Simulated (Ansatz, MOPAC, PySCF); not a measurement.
Noncovalent pair: ethylamine (SMILES CCN) (first 10 atoms) with HF (SMILES F); geometry from B3LYP-D3(BJ)/def2-TZVP, rigid monomers moved along the line of their centres of mass till N3···H12 is 1.85 Å.
(charge 0, multiplicity 1):
```
atom    x (Å)    y (Å)    z (Å)
----  -------  -------  -------
C      1.2488   0.4907   0.0162
C     -0.2581   0.3102  -0.0588
N     -0.6906  -0.7789   0.8387
H      1.5661   1.3184  -0.6192
H      1.5586   0.6969   1.0408
H      1.7683  -0.4086  -0.3250
H     -0.5677   0.1293  -1.0943
H     -0.7585   1.2201   0.2771
H     -1.6941  -0.9165   0.7888
H     -0.2540  -1.6555   0.5716
F      0.0106  -0.0406   3.4610
H     -0.2743  -0.3696   2.5894
```

Interaction energies are E(AB) − E(A) − E(B) at the monomers' geometry in the complex; basis-set methods are counterpoise corrected. Rows marked so take none.

Cores are frozen in the correlated methods. Rows in 3-21G, 6-311+G**, 6-31G*, STO-3G carry no dispersion term and start afresh at each structure (6-31G* with six Cartesian d functions). The state that AM1, PM6, PM7 reach isn't checked; PM7 holds dispersion and hydrogen-bond terms.

Codes used: Ansatz (a program for electronic structure) with Gaussian orbitals; MOPAC for AM1, PM6, PM7 (differences of heats of formation); PySCF for 3-21G rows, 6-311+G** rows, 6-31G* rows, STO-3G rows, the dispersion terms. Each number belongs to the level named beside it.

Other levels give for the interaction energy: PBE/def2-TZVPPD -659.3; B3LYP/def2-TZVPPD -620.0; B3LYP-D3(BJ)/def2-TZVPPD -675.6; wB97M-V/def2-TZVPPD -642.7; CCSD(T)/aug-cc-pVDZ -588.4 meV.

Q: What do these common cheap choices give for the same quantity: AM1, PM6, PM7, HF/STO-3G (no counterpoise), HF/6-31G*, B3LYP/3-21G (no counterpoise), B3LYP/6-31G*, B3LYP/6-311+G** (no counterpoise)?

A: AM1 -92.4; PM6 -234.9; PM7 -271.7; HF/STO-3G (no counterpoise) -356.0; HF/6-31G* -559.2; B3LYP/3-21G (no counterpoise) -915.9; B3LYP/6-31G* -626.0; B3LYP/6-311+G** (no counterpoise) -675.3 meV. They span -915.9 to -92.4 meV.
